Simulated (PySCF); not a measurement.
**Te+ (tellurium, charge +1) across methods**

[Kr] 4d10 5s2 5p3, high-spin 4S determinant. Calculation: PySCF 2.14, in ANO-RCC-VTZP (7s6p4d2f1g, 68 functions); scalar relativity by spin-free X2C-1e.

```
   method  E (hartree)  mean ε 5s α (eV)  mean ε 5s β (eV)  mean ε 5p α (eV)  Σ⟨r²⟩ (bohr²)   ⟨S²⟩
   M06-2X     -6793.78           -28.354           -23.070           -16.981          49.14  3.752
BHandHLYP     -6793.16           -28.146           -24.189           -16.771          49.42  3.751
    HSE06     -6792.75           -25.875           -22.784           -15.413          49.40  3.751
     PBE0     -6792.83           -26.359           -23.079           -15.859          49.33  3.751
      PBE     -6792.75           -24.252           -22.097           -14.590          49.39  3.751
      LDA     -6786.79           -24.416           -22.563           -14.653          49.27  3.750
   r2SCAN     -6793.18           -25.073           -22.012           -15.043          49.26  3.751
      UHF  -6790.34861           -31.727           -24.653           -18.890          49.84  3.752
```
